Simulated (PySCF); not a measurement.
SMILES [F][Ge]([F])([I])[I] (CAM-B3LYP/def2-SVP optimised geometry):

```
5

F     -0.869    -1.907    -1.493
Ge    -0.452    -1.168     0.000
F      1.265    -1.168     0.000
I     -1.250    -2.588     1.861
I     -1.265     1.168     0.000
```

Level of theory: CAM-B3LYP/def2-TZVP, def2 effective core potentials past Kr (PySCF).

### Question
What are the frontier orbital energies and the dipole moment?

### Answer
HOMO-2 -10.03 eV, HOMO-1 -9.73 eV, HOMO -9.56 eV, LUMO -1.88 eV, LUMO+1 0.90 eV; dipole moment 2.25 D.

On the same geometry PBE/def2-TZVP, def2 effective core potentials past Kr (PySCF) gives HOMO-2 -7.52 eV, HOMO-1 -7.27 eV, HOMO -7.15 eV, LUMO -3.63 eV, LUMO+1 -0.99 eV; dipole moment 2.05 D.
